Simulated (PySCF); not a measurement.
**Spinor energies of Ni (nickel, neutral)**

Start: [Ar] 3d8 4s2; 3d3/2 filled at m_j = -1/2, +1/2, +3/2; 3d5/2 filled at m_j = -3/2, -1/2, +1/2, +3/2, +5/2. Calculated with PySCF 2.14 in x2c-SVPall-2c with one added diffuse shell each of s, d type (6s5p4d1f, 48 functions): generalised Hartree-Fock with the X2C-1e Hamiltonian and a Gaussian nucleus; one run each with spin-orbit coupling (SO) switched off, then screened by Boettger's factors. This is a chosen level, not necessarily the ground level.

```csv
spinor shell,electrons,"ε, spin-free (eV)","ε, screened SO (eV)",weight of nominal j (screened SO),"rms radius, screened SO (bohr)"
1s1/2,2,-8400.2,-8400.1,1.000,0.0625
2s1/2,2,-1050.7,-1050.7,1.000,0.265
2p1/2,2,-900.32,-912.74,0.999,0.236
2p3/2,4,-900.32,-894.19,0.999,0.239
3s1/2,2,-136.22,-136.21,1.000,0.796
3p1/2,2,-89.973,-93.804,0.805,0.846
3p3/2,4,-89.973,-88.055,0.903,0.852
3d5/2,5,-18.903,-19.269,0.621,1.11
3d3/2,3,-18.903,-18.302,0.642,1.12
4s1/2,2,-7.651,-7.650,1.000,3.27
```

| quantity | spin-free | screened SO |
| --- | --- | --- |
| E (hartree) | -1518.84160 | -1518.87126 |
| M_J | 4 | 4 |
| ⟨J²⟩ | 20.010 | 20.010 |
| ⟨L²⟩ | 12.005 | 12.011 |
| ⟨S²⟩ | 2.005 | 2.005 |

Each row is a mean over spinors that exchange with the open shell spreads, by up to 10.679 eV (3p3/2).

Rows whose weight is well below 1 are mixtures of j = l ± 1/2: exchange outweighs spin-orbit coupling there, and the label is only the starting occupation.

Without spin-orbit coupling the j labels of p, d and f shells carry no meaning; the spin-free column gives the mean over the occupied spinors of each nl shell.
